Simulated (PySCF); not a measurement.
# Property card for `C=CSC[S@@](C)=O`

Compound: C4H8OS2.
Numbering: `[CH2:1]=[CH:2][S:3][CH2:4][S@@:5]([CH3:6])=[O:7]` (hydrogens: H8, H9 on C1; H10 on C2; H11, H12 on C4; H13, H14, H15 on C6)

Structure used (GFN2-xTB), in Å, numbered top down from 1:
```
atom  x, y, z in Å
C1     2.8467    0.2826   -0.0241
C2     2.2786   -0.7411   -0.6376
S3     0.5857   -0.9566   -1.0304
C4    -0.1642    0.5902   -0.4507
S5    -1.9489    0.7001   -0.9847
C6    -2.5218   -0.7242    0.0328
O7    -2.4343    1.8999   -0.3080
H8     3.9075    0.2861    0.1542
H9     2.3021    1.1431    0.3213
H10    2.8407   -1.5995   -0.9710
H11    0.3446    1.4344   -0.9142
H12   -0.1196    0.6605    0.6347
H13   -2.2791   -0.5513    1.0754
H14   -3.5981   -0.7931   -0.0857
H15   -2.0443   -1.6230   -0.3393
```

Structural features include: C=C double bond, sulfide and sulfoxide.

From GFN2-xTB geometry:

| Item | Value |
| --- | --- |
| Point group of the GFN2-xTB geometry | C1 |
| Rotational constants A, B, C of the GFN2-xTB geometry | 4.052, 0.914, 0.807 GHz |

From PBE0/def2-SVPD ground state and vertical TDDFT (core frozen in the response) (PySCF):

| Item | Value |
| --- | --- |
| Dipole moment | 3.10 D |
| HOMO energy | -6.74 eV |
| LUMO energy | -0.24 eV |
| HOMO–LUMO gap | 6.50 eV |
| Lowest singlet excitation | 5.49 eV (226 nm, f = 0.002) |
| Strongest line among the 6 lowest singlet transitions | S3 at 5.81 eV (213 nm, f = 0.152) |
| Lowest triplet excitation (Tamm–Dancoff) | 3.93 eV |
| Static isotropic polarisability | 97.4 au |
| Electronic spatial extent ⟨r²⟩ about the centre of nuclear charge | 1419 bohr² |

**PBE0/pcSseg-1 ground state and GIAO shieldings, non-relativistic (PySCF)**

| Property | Result |
| --- | --- |
| Lowest Hirshfeld atomic charge | -0.36 e on O7 |
| Highest Hirshfeld atomic charge | +0.34 e on S5 |
| 13C chemical shifts (computed TMS as zero) by class | 140.4 (C2), 112.4 (C1), 60.0 (C4), 47.1 (C6) ppm |
| 1H chemical shifts (computed TMS as zero) by class | 6.42 (H10), 5.51 (H8), 5.10 (H9), 3.76 (H11), 3.32 (H12), 2.52 (H13/H14/H15) ppm |
| Isotropic shieldings of nuclei other than C and H, by class | 265 (O7), 171 (S5), 482 (S3) ppm |
| Mayer bond orders between heavy atoms | C1–C2 1.90, C2–S3 1.07, S3–C4 0.96, C4–S5 0.86, S5–C6 0.90, S5–O7 1.56 |

Monoisotopic mass (most abundant isotopes): 136.0017 u.

The rotational constants make it an asymmetric top with κ = (2B − A − C)/(A − C) = -0.93, nearer the prolate limit (−1). In wavenumbers S1 is 44300 cm⁻¹ (1 eV = 8065.54 cm⁻¹). S1 lies 1.01 eV below the HOMO–LUMO gap; its leading configuration is HOMO→LUMO+1, weight 0.75. The largest Löwdin shares of the HOMO are 0.47 on S3, 0.22 on C1, 0.17 on C2 and 0.06 on C4. The vertical singlet–triplet gap S1 − T1 is 1.56 eV (TDDFT singlet less Tamm–Dancoff triplet; S1: HOMO→LUMO+1, weight 0.75; T1: HOMO→LUMO, weight 0.86). The dipole matches unit charges of opposite sign 0.65 Å apart (1 e·Å = 4.8032 D). The principal polarisabilities are 72.8, 93.4 and 125.8 au; their mean is the isotropic value.

One conformer (not necessarily the lowest) at the GFN2-xTB geometry, without solvent or vibrations. NMR classes are plain means over equivalent atoms (diastereotopic ones count apart unless rotation or inversion swaps them), as if these changed places fast; in this geometry the members of some classes differ.
